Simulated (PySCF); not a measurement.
## Frontier orbitals and the lowest excitations

Species: C7H8O2.
Structure used (GFN2-xTB), in Å, numbered top down from 1:
```xyz
17
C7H8O2 angstrom
C     -2.3473   -0.1366    0.1042
C     -1.0706    0.6865    0.1984
C      0.0889    0.0405   -0.5849
C      0.6165   -1.2042    0.1078
O      0.0278   -2.2379    0.2897
C      2.0082   -0.9050    0.5270
C      2.3854    0.3048    0.1082
C      1.2886    0.9737   -0.6318
O      1.3337    2.0561   -1.1548
H     -2.6945   -0.1882   -0.9252
H     -2.1750   -1.1482    0.4615
H     -3.1287    0.3160    0.7094
H     -0.7738    0.7946    1.2450
H     -1.2369    1.6858   -0.2096
H     -0.2636   -0.1907   -1.5939
H      2.5947   -1.6162    1.0829
H      3.3396    0.7810    0.2561
```

Computed with TDDFT PBE0/def2-SVPD, vertical, gas phase, core orbitals frozen in the response (PySCF).

Frontier orbitals with the atoms that hold most of them (Löwdin shares over 4%, at most four atoms; ? is withheld):

| orbital | ε (eV) | atoms |
| --- | --- | --- |
| LUMO+2 | 0.75 | C6 17%, C7 17%, H16 8%, H17 8% |
| LUMO+1 | -0.65 | C4 17%, C8 17%, O5 12%, O9 12% |
| LUMO | -2.85 | C6 20%, C7 20%, O5 15%, O9 14% |
| HOMO | ? | ? |
| HOMO-1 | -8.21 | ? |
| HOMO-2 | -9.06 | C6 27%, C7 27%, O9 14%, O5 14% |
| HOMO-3 | -9.91 | C2 23%, C1 18%, C3 14%, H13 12% |

Q: Give the leading atoms of the HOMO-1.

A: O9 (bonded to C) 30%; O5 (bonded to C) 24%; C3 (bonded to 3 C and H) 9%; C7 (bonded to 2 C and H) 7%. By element: oxygen 54%, carbon 16% or more.

Q: Give the leading atoms of the HOMO.

A: O5 (bonded to C) 31%; O9 (bonded to C) 27%; C3 (bonded to 3 C and H) 13%; C4 (bonded to 2 C and O) 7%. By element: oxygen 59%, carbon 20% or more.

Q: What is the HOMO energy, and the HOMO–LUMO gap?

A: ε(HOMO) = -7.46 eV; the gap is 4.61 eV (0.1695 hartree).

Q: The HOMO–LUMO gap is 4.61 eV. Where does the response calculation put the lowest singlet, and from which orbitals?

A: S1 is at 2.91 eV (f = 0.0002), 1.70 eV below the gap, made of HOMO→LUMO (98%). Without the coupling terms of the response equations the lowest excitation would equal the gap.

Q: One configuration dominates each of S1, S2, S3, S4 and S5. Which, and how do the shares of the two leading atoms of either orbital change from the occupied to the empty one?

A: 
- S1 (2.91 eV, f 0.0002), HOMO→LUMO (98%): O5 31% → 15%, O9 27% → 14%, C6 at most 8% → 20%, C7 at most 8% → 20%
- S2 (3.60 eV, f 0.0001), HOMO-1→LUMO (92%): O9 30% → 14%, O5 24% → 15%, C6 at most 8% → 20%, C7 7% → 20%
- S3 (5.14 eV, f 0.0012), HOMO→LUMO+1 (89%): O5 31% → 12%, O9 27% → 12%, C4 7% → 17%, C8 at most 8% → 17%
- S4 (5.77 eV, f 0.217), HOMO-2→LUMO (83%): C6 27% → 20%, C7 27% → 20%
- S5 (5.85 eV, f 0.0023), HOMO-1→LUMO+1 (83%): O9 30% → 12%, O5 24% → 12%, C4 at most 8% → 17%, C8 at most 8% → 17%

Löwdin shares depend on the basis, the more so with diffuse functions.

Hardware: one thread of an AMD EPYC 7B13 (shared host). Cost: 51 s of wall time, 1.0 GiB resident at most.

One conformer stands for the species.
